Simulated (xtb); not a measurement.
A run for xtb: GFN2-xTB on RhF, 2S+1 = 3, a spin state set in the input, which need not be the lowest, a point of a bond scan (R = 1.795 Å).

```
$ xtb mol.xyz --gfn 2 --sp --chrg 0 --uhf 2
2

Rh     0.00000000     0.00000000     0.00000000
F      0.00000000     0.00000000     1.79463700
```

The head of its log:

```
[...]
           -------------------------------------------------
          |                Calculation Setup                |
           -------------------------------------------------



           -------------------------------------------------
          |                 G F N 2 - x T B                 |
           -------------------------------------------------

        Reference                      10.1021/acs.jctc.8b01176
      * Hamiltonian:
        H0-scaling (s, p, d)           1.850000    2.230000    2.230000
        zeta-weighting                 0.500000
      * Dispersion:
        s8                             2.700000
        a1                             0.520000
        a2                             5.000000
        s9                             5.000000
      * Repulsion:
        kExp                           1.500000    1.000000
        rExp                           1.000000
      * Coulomb:
        alpha                          2.000000
        third order                    shell-resolved
        anisotropic                    true
        a3                             3.000000
        a5                             4.000000
        cn-shift                       1.200000
        cn-exp                         4.000000
        max-rad                        5.000000


          ...................................................
          :                      SETUP                      :
          :.................................................:
          :  # basis functions                  14          :
          :  # atomic orbitals                  13          :
          :  # shells                            5          :
          :  # electrons                        16          :
          :  max. iterations                   250          :
          :  Hamiltonian                  GFN2-xTB          :
          :  restarted?                      false          :
          :  GBSA solvation                  false          :
          :  PC potential                    false          :
          :  electronic temp.          300.0000000     K    :
          :  accuracy                    1.0000000          :
          :  -> integral cutoff          0.2500000E+02      :
          :  -> integral neglect         0.1000000E-07      :
          :  -> SCF convergence          0.1000000E-05 Eh   :
          :  -> wf. convergence          0.1000000E-03 e    :
          :  Broyden damping             0.4000000          :
          :  net charge                          0          :
          :  unpaired electrons                  2          :
          ...................................................

 iter      E             dE          RMSdq      gap      omega  full diag
   1     -7.7454309 -0.774543E+01  0.245E+01    4.00       0.0  T
   2     -8.5527132 -0.807282E+00  0.173E+01    4.92       1.0  T
```

Task: Give the final energy of this run.

Result: -8.6639 hartree.
